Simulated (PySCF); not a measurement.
C6H11N.
SMILES: `N=C1CCCCC1`

The closed-shell ground state was solved at several levels (PySCF, density fitting, gas phase, non-relativistic). One conformer (not necessarily the lowest) at the GFN2-xTB geometry, without solvent, vibrations or thermal averaging.

| level | basis functions | HOMO (eV) | LUMO (eV) | gap (eV) | dipole (D) |
| --- | --- | --- | --- | --- | --- |
| PBE0/pcSseg-1 | 174 | -7.00 | 0.24 | 7.24 | 2.41 |
| PBE0/def2-SVPD | 228 | -7.04 | 0.04 | 7.08 | 2.52 |

**Question.** Estimate the row for CAM-B3LYP/def2-SVPD, a basis of 228 functions; the other rows only guide the guess.

**Answer.** HOMO -8.49 eV, LUMO 1.00 eV, gap 9.49 eV, dipole 2.57 D.

**Question.** Over all these levels, which gives the widest orbital gap and which the narrowest?

**Answer.** CAM-B3LYP/def2-SVPD (range-separated hybrid) has the widest, 9.49 eV, and PBE0/def2-SVPD (global hybrid, 25 % exact exchange) the narrowest, 7.08 eV. The two share the basis. From the narrowest to the widest the HOMO moves by -1.45 eV and the LUMO by +0.96 eV.

**Question.** How far do the dipole and the HOMO energy spread over the levels?

**Answer.** The dipole runs from 2.41 to 2.57 D (mean 2.50 D) and the HOMO from -8.49 to -7.00 eV.
